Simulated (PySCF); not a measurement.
Static response to an electric field

C₅H₁₁BO₃.
Cartesian coordinates in Å at the PBE0-D3(BJ)/def2-SVP level; atoms count from 1:
```
atom  x, y, z in Å
C1     3.001    0.552    0.164
O2     2.144   -0.441   -0.307
C3     0.804   -0.081   -0.258
C4    -0.171   -1.148   -0.751
C5    -1.147   -0.681    0.368
B6    -2.238    0.340   -0.140
O7    -2.253    1.612    0.337
O8    -3.181   -0.001   -1.071
C9     0.066   -0.060    1.096
H10    2.815    0.797    1.228
H11    4.032    0.184    0.069
H12    2.907    1.490   -0.419
H13    0.639    0.879   -0.791
H14   -0.492   -1.107   -1.804
H15    0.246   -2.145   -0.542
H16   -1.653   -1.501    0.907
H17   -2.966    2.127   -0.059
H18   -3.091   -0.909   -1.375
H19   -0.077    0.903    1.606
H20    0.539   -0.781    1.781
```

Level: CAM-B3LYP/def2-SVPD (PySCF), static field, nuclei fixed, core orbitals frozen in the response. The polarisability tensor in these axes (au):

```
x   94.85  0.75  3.91
y    0.75 79.25  3.51
z    3.91  3.51 75.14
```

**Question.** Give the principal values, the mean and the anisotropy Δα = √{½[(α1 − α2)² + (α2 − α3)² + (α1 − α3)²]}.

**Answer.** Principal values 72.70, 80.81 and 95.72 au; mean 83.08 au = 12.31 Å³ = 13.70 × 10⁻⁴⁰ C²·m²/J; Δα = 20.22 au (24 % of the mean).

**Question.** What is the dipole moment, and where does it point?

**Answer.** (-0.74, -0.06, -0.18) D, 0.76 D in size, pointing from the negative to the positive side. Measured along this direction, the outermost atoms are H11 at the negative end and H18 and O8 at the positive end.

**Question.** Give the principal axes and the span of the nuclei along them.

**Answer.** Largest value along (0.98, 0.09, 0.20), where the nuclei span 7.34 Å; middle along (-0.17, 0.89, 0.43), 4.53 Å; least along (-0.14, -0.46, 0.88), 3.30 Å. The response follows the extents in order.

**Question.** Rayleigh depolarisation ratio (linearly polarised light, static tensor)?

**Answer.** ρ = 3Δα²/(45ᾱ² + 4Δα²) = 1227.0/(310587 + 1636.0) = 0.00393.

**Question.** Refractivity n − 1 of an ideal gas of it at 350 K and 1 atm, from the electronic α?

**Answer.** N = p/kT = 2.0968 × 10¹⁹ cm⁻³, so n − 1 = 2π × N × 12.31 × 10⁻²⁴ cm³ = 1622 × 10⁻⁶ at long wavelengths, for an ideal gas.

**Question.** Orientational against electronic polarisability at 273 K (dilute gas, rigid molecules)?

**Answer.** In Gaussian units μ²/3kT = 5.15 Å³ against 12.31 Å³, a ratio of 0.42; the Debye molar polarisation (4π/3)N_A(α + μ²/3kT) is 44.0 cm³/mol, leaving out the vibrational part.

**Question.** Find the Langevin capture rate constant for NH4+ (18.034 u) meeting this molecule (130.080 u), k = 2.342 × 10⁻⁹ cm³/s × √(α in Å³ / reduced mass in u).

**Answer.** The reduced mass is 15.84 u, so k = 2.06 × 10⁻⁹ cm³/s. The formula leaves out the permanent dipole, which adds to the capture rate.

The structure is a single PBE0-D3(BJ)/def2-SVP conformer in the gas phase; no vibrational or solvent corrections.
